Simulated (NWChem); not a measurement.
System: C$_{4}$H$_{7}$F; SMILES C=C(F)CC

Here is an NWChem input.

```
start job
memory heap 200 mb stack 900 mb global 1100 mb
geometry units angstroms noautoz
  C     -0.985622     1.567849    -0.173619
  C     -0.099669     0.587010     0.057706
  F      1.218930     0.805477    -0.182114
  C     -0.358366    -0.801120     0.558479
  C      0.114465    -1.889929    -0.414929
  H     -0.654202     2.547322    -0.545533
  H     -2.054083     1.398867     0.012469
  H     -1.441171    -0.901911     0.772317
  H      0.171979    -0.921132     1.529970
  H      1.194652    -1.776898    -0.632673
  H     -0.045894    -2.899992     0.010699
  H     -0.433282    -1.829140    -1.376927
end
basis spherical
  C library sto-3g
  F library sto-3g
  H library sto-3g
end
dft
  xc hfexch
  iterations 150
  mulliken
end
task dft energy
```

The geometry was optimised at PBE-D3(BJ)/def2-SVP.

What results follow from this input? (Hartree-Fock/STO-3G.) Quantities: basis functions; energy (Ha); highest occupied level (eV); orbital gap (eV); dipole (D).


* **number of basis functions**: 32
* **energy (Ha)**: -251.70
* **highest occupied level (eV)**: -7.80
* **orbital gap (eV)**: 16.35
* **dipole (D)**: 1.06
